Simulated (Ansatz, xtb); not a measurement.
**C3H5F3O2S: 4 structures ranked**

4 gas-phase structures of C3H5F3O2S, from a drawn sample of its isomers (lower ones may exist). Each was relaxed with GFN2-xTB; where two conformers were screened, the lower at r2SCAN-D4/def2-SVP is listed:

A. `CS(=O)(=O)CC(F)(F)F`, a singlet
B. `C[S@](=O)COC(F)(F)F`, a singlet
C. `O=[S@](CF)COC(F)F`, a singlet
D. `C[C@H](F)S(=O)(=O)C(F)F`, a singlet

Task: Make a reasoned guess at their ranking by r2SCAN-D4/def2-SVP single-point energy.

Result: Calculated order at r2SCAN-D4/def2-SVP: B (0.0), A (3.5), C (19.3), D (27.2) kcal/mol. CCSD(T)/def2-SVP + ΔMP2/def2-TZVPP after further relaxation puts A lowest instead.

Energies above the lowest of each column, in kcal/mol; the last columns are at B3LYP-D3(BJ)/def2-SVP geometries and were run for some of them only (a dash: not run or not comparable):

| structure | GFN2-xTB | HF/STO-3G | r2SCAN-D4/def2-SVP | B3LYP-D3(BJ)/def2-SVP | CCSD(T)/def2-SVP + ΔMP2/def2-TZVPP |
| --- | --- | --- | --- | --- | --- |
| B | 0.0 | 0.0 | 0.0 | 0.0 | 12.7 |
| A | 7.1 | 142.9 | 3.5 | 7.0 | 0.0 |
| C | 13.0 | 15.5 | 19.3 | 17.2 | – |
| D | 19.3 | 158.9 | 27.2 | – | – |

CCSD(T)/def2-SVP + ΔMP2/def2-TZVPP puts A lowest of those it was run on; GFN2-xTB picks B, HF/STO-3G picks B, r2SCAN-D4/def2-SVP picks B, B3LYP-D3(BJ)/def2-SVP picks B. CCSD(T)/def2-SVP + ΔMP2/def2-TZVPP orders those it was run on as A (0.0), B (12.7) kcal/mol. Some further structures that were screened fall inside this span and aren't listed. Flexible structures stand in one conformer each, not always the lowest. Frequencies (GFN2-xTB) were run for A, B alone. The ΔMP2 step shifts differences by up to 19.7 kcal/mol, which makes them less sure. ΔMP2 is the change of the MP2 energy from the smaller to the larger basis.

Over these structures GFN2-xTB departs from r2SCAN-D4/def2-SVP by 4.4 kcal/mol on average once a common shift is removed. A GFN2-xTB relaxation took about 0.11 s and the r2SCAN-D4/def2-SVP energy about 2.6 s on a shared host (Ansatz 0.2.0, xtb 6.7.1).
